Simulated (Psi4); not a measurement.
## BSiH3Cl2O (SMILES [SiH3]OB(Cl)Cl): the HOMO–LUMO gap, rung by rung

The species is BSiH3Cl2O (8 atoms), meant as a singlet with charge 0. SMILES: `[SiH3]OB(Cl)Cl`. The shape was relaxed beforehand at PBE0/def2-TZVP.

```jsonl
{"atom": "Si", "x (Å)": "-0.3989", "y (Å)": "-0.2726", "z (Å)": "1.1335"}
{"atom": "O", "x (Å)": "-0.1764", "y (Å)": "0.6825", "z (Å)": "-0.2163"}
{"atom": "B", "x (Å)": "0.2954", "y (Å)": "0.4325", "z (Å)": "-1.4372"}
{"atom": "Cl", "x (Å)": "0.8506", "y (Å)": "-1.1800", "z (Å)": "-1.8892"}
{"atom": "Cl", "x (Å)": "0.3720", "y (Å)": "1.7154", "z (Å)": "-2.6249"}
{"atom": "H", "x (Å)": "-0.9778", "y (Å)": "0.6173", "z (Å)": "2.1625"}
{"atom": "H", "x (Å)": "0.9081", "y (Å)": "-0.8089", "z (Å)": "1.5788"}
{"atom": "H", "x (Å)": "-1.3322", "y (Å)": "-1.3754", "z (Å)": "0.8067"}
```

Each level gives the HOMO–LUMO gap (eV). The values are calculated.

```
                                 level                    kind  program  value (eV)
   PBE-D4/def2-TZVPP (density fitting)                     GGA     Psi4        5.96
r2SCAN-D4/def2-TZVPP (density fitting)                meta-GGA     Psi4        6.67
 B3LYP-D4/def2-TZVPP (density fitting)           global hybrid     Psi4        7.91
  PBE0-D4/def2-TZVPP (density fitting)           global hybrid     Psi4        8.40
  wB97M-V/def2-TZVPP (density fitting)  range-separated hybrid     Psi4       12.79
```

The values span 5.96 to 12.79 eV. Orbital gaps aren't excitation energies; they tend to grow with the share of exact exchange.
